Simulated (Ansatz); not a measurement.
One change: `C=C/N=C\[SeH]` becomes `[SiH3]/N=C\[SeH]`.

Ansatz, PBE0-D4/def2-TZVP geometries, multiplicity 1. Each molecule was computed in one conformer, which needn't be the lowest.

Scalar relativity is left out up to krypton.

```tsv
property	`C=C/N=C\[SeH]`
LUMO energy (B3LYP/def2-TZVPP) / eV	-1.10
size of the dipole moment (PBE/def2-TZVPP) / D	0.96
HOMO–LUMO gap (B3LYP/def2-TZVPP) / eV	5.45
HOMO energy (ωB97M-V/def2-TZVPP) / eV	-8.89
HOMO energy (B3LYP/def2-TZVPP) / eV	-6.55
HOMO–LUMO gap (PBE/def2-TZVPP) / eV	3.81
```

(1) What does the change do to each property? (Best estimate.)

Answers

(1) The calculation gave: 
```tsv
property	`[SiH3]/N=C\[SeH]`	shift
LUMO energy (B3LYP/def2-TZVPP) / eV	-1.20	-0.10
size of the dipole moment (PBE/def2-TZVPP) / D	1.13	0.17
HOMO–LUMO gap (B3LYP/def2-TZVPP) / eV	5.74	0.29
HOMO energy (ωB97M-V/def2-TZVPP) / eV	-9.32	-0.43
HOMO energy (B3LYP/def2-TZVPP) / eV	-6.94	-0.39
HOMO–LUMO gap (PBE/def2-TZVPP) / eV	3.93	0.12
```

With PBE0 the HOMO falls by 0.40 eV and the LUMO falls by 0.12 eV, so the gap widens by about 0.28 eV. PBE moves the HOMO by -0.24 eV and ωB97M-V by -0.43 eV. Dipoles are sizes alone; their direction can turn.

B3LYP here is the variant with VWN-RPA as its local correlation; programs differ in this.

Spin–orbit coupling is left out; it splits and shifts lone-pair levels of the heavy atoms by tenths of an eV.
